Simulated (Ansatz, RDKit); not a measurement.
Complex: CH4 (SMILES C) (first 5 atoms) with SiH4 (SMILES [SiH4]); geometry from B3LYP-D3(BJ)/def2-TZVP.
(charge 0, multiplicity 1):
```xyz
10

C      0.089    -0.043    -0.041
H     -0.953     0.053     0.262
H      0.504    -0.963     0.369
H      0.150    -0.070    -1.128
H      0.655     0.809     0.333
Si    -0.088     0.043     3.740
H      0.440    -1.268     3.302
H     -1.442     0.244     3.178
H      0.809     1.121     3.268
H     -0.160     0.075     5.219
```

Monomers are frozen at their geometry in the pair; levels with a basis set take the counterpoise correction.

The values were computed with Ansatz (Gaussian orbitals); RDKit for the force fields. Values without a source in brackets are computed.

Q: One of these levels gives 0.23 kcal/mol for the interaction energy. Name it.
A) B97M-V/def2-TZVPPD
B) HF/aug-cc-pV(D+d)Z
C) MMFF94

A: C, MMFF94. The others give 0.58 (HF/aug-cc-pV(D+d)Z), -0.73 (B97M-V/def2-TZVPPD)

Ansatz is an electronic-structure program.
